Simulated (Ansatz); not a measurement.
The same ligand exchange along the group F, Cl, Br.

Program: Ansatz. Geometries: PBE0-D4/def2-TZVP. ΔE: electronic, gas phase. CCSD(T)/CBS adds triple-zeta CCSD(T) − MP2 to the extrapolated MP2 energy (def2 sets, frozen cores). This one scheme is used for every species. DFT in def2-TZVPP. For Br, Se outer-core shells are correlated without core-valence functions, which leaves a few kJ/mol of doubt a bond. Scalar relativity is left out up to krypton. One conformer a species, not always the lowest.

```csv
reaction,MP2/CBS(def2) (kcal/mol),HF/CBS(def2) (kcal/mol),B2PLYP (kcal/mol),CCSD(T)/CBS(def2) (kcal/mol)
`O[SiH2][SiH2]F` + H₂Se → `O[SiH2][SiH2][SeH]` + H–F,9.8,20.8,14.8,11.3
`O[SiH2][SiH2]Cl` + H₂Se → `O[SiH2][SiH2][SeH]` + HCl,5.5,10.2,7.1,5.7
`O[SiH2][SiH2]Br` + H₂Se → `O[SiH2][SiH2][SeH]` + HBr,6.7,9.9,7.2,6.6
```

Largest T1 diagnostic: 0.012, for `O[SiH2][SiH2]F`.
